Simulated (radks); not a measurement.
The numbers below are computed, except where a source is named.
Spherical quantum dot in the effective-mass picture: electrons in a parabolic well V = omega^2 r^2 / 2 with omega = 0.96, all in effective atomic units (hartree* = m*/eps^2 hartree, bohr* = eps/m* bohr), one dielectric constant everywhere. Level of theory: non-relativistic Kohn-Sham, LDA (Slater exchange, Perdew-Wang correlation), spin-polarised, spherical densities (a radial shooting solver with Libxc functionals). Levels are named by radial order and angular momentum (1s, 1p, 1d, 2s, ...), and open shells are averaged over m. Results are scaled to m* = 0.094 and eps = 17, for which hartree* = 8.851 meV and bohr* = 9.57 nm.

N = 14, configuration 1s2 1p6 1d(up 5, down 1). This is the lowest configuration that the search found. Occupied and some empty levels:

| level | occupation | eigenvalue (meV) | <r> (nm) |
|---|---|---|---|
| 1s up | 1 | 69.216 | 15.33 |
| 1s down | 1 | 69.686 | 15.08 |
| 1p up | 3 | 73.665 | 19.20 |
| 1p down | 3 | 74.271 | 19.12 |
| 1d up | 5 | 78.690 | 21.96 |
| 1d down | 1 | 79.333 | 21.99 |
| 2s up | 0 | 79.779 | 19.18 |
| 2s down | 0 | 80.191 | 19.33 |
| 1f up | 0 | 84.209 | 24.19 |
| 1f down | 0 | 84.835 | 24.27 |
| 2p up | 0 | 85.810 | 21.76 |
| 2p down | 0 | 86.225 | 21.83 |

Energy (meV): total 695.344, kinetic 103.95, external 267.72, Hartree 376.46, exchange-correlation -52.779.
